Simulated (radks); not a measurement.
Results of a calculation; reference values are marked as such.
Q: Zr12+, configuration [Ar] 3d10 (the NIST ground configuration). Code: a radial shooting solver on a logarithmic mesh with Libxc functionals. Model: scalar-relativistic Kohn-Sham, r2SCAN, spin-polarised, spherical densities, finite nucleus; meta-GGA in the generalised Kohn-Sham scheme; Fermi nuclear charge, rms radius 4.2694 fm. Some entries of the table are withheld. Estimate them.

orbital,occ.,eigenvalue (hartree),<1/r> (bohr^-1)
1s,2,-665.5748,41.25
2s,2,-100.1541,9.272
2p,6,-90.19840,9.020
3s,2,(1),3.173
3p,6,-20.31927,3.016
3d,10,-14.93776,(2)
4s,0,-8.97592,1.337
4p,0,-7.94027,1.248

A: 
(1) 3s eigenvalue (hartree): -23.61470
(2) 3d <1/r> (bohr^-1): 2.791
